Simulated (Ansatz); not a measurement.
Geometry optimisation, RKS PBE-D4/def2-SVP (Ansatz).

Input file:

```yaml
crystal:
  periodic: [false, false, false]
  atoms:
    - { symbol: B, position_ang: [0.117947, -1.562849, 0.912611] }
    - { symbol: F, position_ang: [1.108208, 0.252385, -0.839197] }
    - { symbol: Cl, position_ang: [-0.605608, -2.578754, -0.319225] }
    - { symbol: Cl, position_ang: [1.660385, -1.979528, 1.658382] }
    - { symbol: Si, position_ang: [-0.132213, 1.326169, -1.124213] }
    - { symbol: O, position_ang: [-0.628038, -0.42684, 1.347341] }
    - { symbol: H, position_ang: [-0.259229, 2.254152, 0.045305] }
    - { symbol: H, position_ang: [0.269907, 2.109292, -2.343367] }
    - { symbol: H, position_ang: [-1.394863, 0.569468, -1.387601] }
    - { symbol: H, position_ang: [-0.136496, 0.036506, 2.049864] }
basis:
  gaussian: { orbitals: def2-SVP }
hamiltonian:
  xc: pbe
  dispersion: d4
relax:
  f_tol: 0.03
  max_steps: 50
```

Command:

```bash
$ ansatz run input.yaml --threads 2 --pin off --max-ram 3072MiB --backend cpu --events-out ev --progress --plain --runs-dir out
```

Problem. Where does it end, and by what steps?

Solution. The run converged. After 7 steps the energy has fallen by 0.086 eV; O6 moved furthest, 0.08 Å.

```
step  energy less start (eV)  largest force component (eV/Å)  accepted
   0                  0.0000                           1.785       yes
   1                 -0.0608                           0.849       yes
   2                 -0.0241                           0.954        no
   3                 -0.0821                           0.118       yes
   4                 -0.0836                           0.109       yes
   5                 -0.0847                           0.094       yes
   6                 -0.0853                           0.032       yes
   7                 -0.0856                           0.023       yes
```

```xyz
10
Properties=species:S:1:pos:R:3
B 0.098 -1.567 0.949
F 1.112 0.322 -0.820
Cl -0.627 -2.559 -0.313
Cl 1.649 -2.033 1.669
Si -0.129 1.354 -1.162
O -0.592 -0.485 1.392
H -0.297 2.298 -0.007
H 0.267 2.123 -2.389
H -1.374 0.562 -1.416
H -0.107 -0.015 2.097
```

Time of the run: 25 s on 2 threads of Arm Neoverse V1 (shared host), peak memory 0.18 GiB.
